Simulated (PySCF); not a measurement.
Spin-rotation constants: `CCS(=O)(=O)N(C)S(=O)(=O)CC`, C₅H₁₃NO₄S₂

Molfile (atoms numbered from 1):
```
C5H13NO4S2
     RDKit          3D

 25 24  0  0  0  0  0  0  0  0999 V2000
   -3.3775    0.9298   -0.2893 C   0  0  0  0  0  0  0  0  0  0  0  0
   -2.2819   -0.1140   -0.2601 C   0  0  0  0  0  0  0  0  0  0  0  0
   -1.0227    0.4551    0.9074 S   0  0  0  0  0  6  0  0  0  0  0  0
   -0.4263    1.6701    0.4441 O   0  0  0  0  0  0  0  0  0  0  0  0
   -1.5781    0.4492    2.2280 O   0  0  0  0  0  0  0  0  0  0  0  0
    0.2098   -0.6763    0.8946 N   0  0  0  0  0  0  0  0  0  0  0  0
    0.0125   -1.9292    1.5881 C   0  0  0  0  0  0  0  0  0  0  0  0
    1.1850   -0.6219   -0.4821 S   0  0  0  0  0  6  0  0  0  0  0  0
    1.9202   -1.8503   -0.5155 O   0  0  0  0  0  0  0  0  0  0  0  0
    0.3470   -0.3350   -1.6088 O   0  0  0  0  0  0  0  0  0  0  0  0
    2.3086    0.7482   -0.1537 C   0  0  0  0  0  0  0  0  0  0  0  0
    3.2339    0.8824   -1.3446 C   0  0  0  0  0  0  0  0  0  0  0  0
   -4.1736    0.6374   -0.9706 H   0  0  0  0  0  0  0  0  0  0  0  0
   -3.7905    1.0571    0.7088 H   0  0  0  0  0  0  0  0  0  0  0  0
   -2.9638    1.8807   -0.6143 H   0  0  0  0  0  0  0  0  0  0  0  0
   -2.6321   -1.0703    0.1171 H   0  0  0  0  0  0  0  0  0  0  0  0
   -1.7739   -0.2257   -1.2129 H   0  0  0  0  0  0  0  0  0  0  0  0
   -0.5208   -1.7020    2.5090 H   0  0  0  0  0  0  0  0  0  0  0  0
   -0.5587   -2.6386    0.9836 H   0  0  0  0  0  0  0  0  0  0  0  0
    0.9886   -2.3571    1.8059 H   0  0  0  0  0  0  0  0  0  0  0  0
    2.8348    0.4833    0.7581 H   0  0  0  0  0  0  0  0  0  0  0  0
    1.6763    1.6170   -0.0027 H   0  0  0  0  0  0  0  0  0  0  0  0
    2.6479    1.0758   -2.2394 H   0  0  0  0  0  0  0  0  0  0  0  0
    3.9357    1.7003   -1.1960 H   0  0  0  0  0  0  0  0  0  0  0  0
    3.7886   -0.0421   -1.4882 H   0  0  0  0  0  0  0  0  0  0  0  0
  1  2  1  0
  2  3  1  0
  3  4  2  0
  3  5  2  0
  3  6  1  0
  6  7  1  0
  6  8  1  0
  8  9  2  0
  8 10  2  0
  8 11  1  0
 11 12  1  0
  1 13  1  0
  1 14  1  0
  1 15  1  0
  2 16  1  0
  2 17  1  0
  7 18  1  0
  7 19  1  0
  7 20  1  0
 11 21  1  0
 11 22  1  0
 12 23  1  0
 12 24  1  0
 12 25  1  0
M  END
```

The calculation used PySCF, GIAO KT3/pcSseg-1 magnetisability, rotational g tensor and spin-rotation constants, non-relativistic, gas phase. Geometry: GFN2-xTB.

Problem. Give the nuclear spin-rotation constants along the inertial axes (H = +C I·J) beside the isotropic shieldings.

Solution. Rotational constants 1.2749, 0.5554, 0.5109 GHz. A star marks the isotopologue with that one atom substituted, in its own axes.
```
atom  isotope  Caa (kHz)  Cbb (kHz)  Ccc (kHz)  mean (kHz)  σ (ppm)
  N6      14N      0.090      0.074      0.049       0.071     99.2
 H13       1H     -0.105     -0.061     -0.004      -0.057     30.4
 H14       1H     -0.038     -0.053     -0.033      -0.042     30.1
 H15       1H     -0.124      0.002     -0.049      -0.057     30.0
 H16       1H     -0.127      0.006     -0.044      -0.055     28.8
 H17       1H     -0.040     -0.047     -0.016      -0.034     27.4
 H18       1H     -0.026     -0.040     -0.036      -0.034     28.2
 H19       1H     -0.127     -0.050      0.009      -0.056     28.9
 H20       1H     -0.007     -0.029     -0.056      -0.030     28.4
 H21       1H     -0.135     -0.025     -0.013      -0.058     28.8
 H22       1H     -0.041     -0.019     -0.039      -0.033     27.1
 H23       1H     -0.127     -0.026     -0.023      -0.059     30.2
 H24       1H     -0.106     -0.043     -0.021      -0.056     30.5
 H25       1H     -0.039     -0.035     -0.049      -0.041     30.1
  C1     13C*      0.170      0.074      0.066       0.103    175.3
  C2     13C*      0.270      0.128      0.079       0.159    131.5
  S3     33S*      0.510      0.198      0.202       0.303    226.6
  O4     17O*     -0.251     -0.142     -0.111      -0.168    126.5
  C7     13C*      0.234      0.079      0.086       0.133    153.3
```
For the geometry as given, no vibrational averaging.
